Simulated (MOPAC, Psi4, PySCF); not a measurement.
Approach curve of the dimer BF3 ··· CH3Br (SMILES FB(F)F and CBr). Monomers: optimised at B3LYP-D3(BJ) (def2-TZVP), held rigid. Orientation: lowest of the rigid-body minima from ten starts at GFN2-xTB. R is the distance of the centres of mass, along which the second monomer moves. The table gives interaction energies.

| R / Å | A | B | C |
|---|---|---|---|
| 2.35 | 2.03 | 24.02 | 17.85 |
| 2.55 | -5.53 | 10.88 | 7.10 |
| 2.77 | -3.80 | 3.47 | 1.38 |
| 2.93 | -1.92 | 0.72 | -0.56 |
| 3.11 | -0.91 | -0.86 | -1.56 |
| 3.35 | -0.63 | -1.60 | -1.89 |
| 3.63 | -0.58 | -1.61 | -1.70 |
| 3.91 | -0.51 | -1.33 | -1.37 |
| 4.39 | -0.37 | -0.85 | -0.85 |
| 5.11 | -0.22 | -0.42 | -0.39 |
| 6.15 | -0.10 | -0.18 | -0.14 |
| 7.40 | -0.04 | -0.08 | -0.05 |

Energies in kcal/mol.

Question: Assign the columns to these levels of theory: PBE/def2-TZVP, counterpoise-corrected in Psi4; MOPAC with PM3, restricted, heats of formation; restricted Hartree-Fock/6-31G*, spherical d, no counterpoise correction (PySCF).

Answer: A is PM3; B is RHF/6-31G*; C is PBE/def2-TZVP.
